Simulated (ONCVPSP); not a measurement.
# What one change does to a pseudopotential (C, ONCV)

| Quantity | Value |
| --- | --- |
| Element | carbon (C) |
| Generator | ONCVPSP 4.0.1 |
| Type | optimised norm-conserving Vanderbilt (ONCV) |
| Functional | PBEsol |
| Relativity | scalar-relativistic |
| Frozen core | [He] |
| Valence charge | 4 |
| Reference configuration | 2s2 (charge +2) |
| Partial waves | 2s: rc 0.90 bohr, ncon 3, nbas 8, qcut 6 1/bohr, 2 projectors, debl 2.2 Ha; p scattering state at 0.11 Ha: rc 0.70 bohr, ncon 5, nbas 8, qcut 12.8 1/bohr, 2 projectors, debl 3.6 Ha; d scattering state at 0.23 Ha: rc 0.75 bohr, ncon 4, nbas 7, qcut 11.7 1/bohr, 1 projector |
| Local potential | polynomial inside 0.60 bohr (lpopt 5, dvloc0 3 Ha) |
| Core correction | none |

In the p channel the program set the typed energies aside and used 0.050, 3.650 Ha.

All-electron outer shells of the reference configuration (PBEsol, scalar-relativistic, ld1.x):

```json
{"shell": "1s", "level (eV)": "-307.11", "outermost node (bohr)": "–", "outermost maximum (bohr)": "0.18"}
{"shell": "2s", "level (eV)": "-40.18", "outermost node (bohr)": "0.37", "outermost maximum (bohr)": "1.13"}
```

Change: s: rc 1.2.

Cutoffs: the cutoffs (Ha) at which the residual kinetic energy of the hardest occupied pseudo-wave falls to 1 and 0.1 mHa per electron; they do not see the model core or the augmentation charge, which bear on the density cutoff. Errors are all-electron minus pseudo energies relative to the spin-unpolarised reference configuration.

**Question.** Predict the effect on cutoff, ghosts and configuration errors.

**Answer.** The potential gets softer (22 Ha and 130 Ha → 16 Ha and 75 Ha); of the 4 tests that both files solve, the error grows in 0 and shrinks in 1 by more than 15 % and 0.3 meV (median size 78.1 → 71.3 meV); neither file shows a bound ghost. A larger radius leaves more room for a smooth pseudo-wave, so fewer plane waves are needed.

| quantity | base | changed |
| --- | --- | --- |
| cutoff, loose | 22 Ha | 16 Ha |
| cutoff, tight | 130 Ha | 75 Ha |
| bound ghosts | none | none |
| GHOST(+) flags under 300 eV | none | none |
| error for 2s2 2p2, meV [ΔE -34.81 eV] | +101 | +94 |
| error for 2s2 2p1, meV [ΔE -24.02 eV] | +56 | +49 |
| error for 2s1, meV [ΔE 47.96 eV] | +48 | +35 |
| error for 2s1 2p3, meV [ΔE -26.38 eV] | +137 | +138 |
| p: phases at 0.71 bohr within 0.05 rad from the reference energy up to (Ha; the scan ends near 5) | to the end of the scan | to the end of the scan |
| d: phases at 0.76 bohr within 0.05 rad from the reference energy up to (Ha; the scan ends near 5) | to the end of the scan | to the end of the scan |
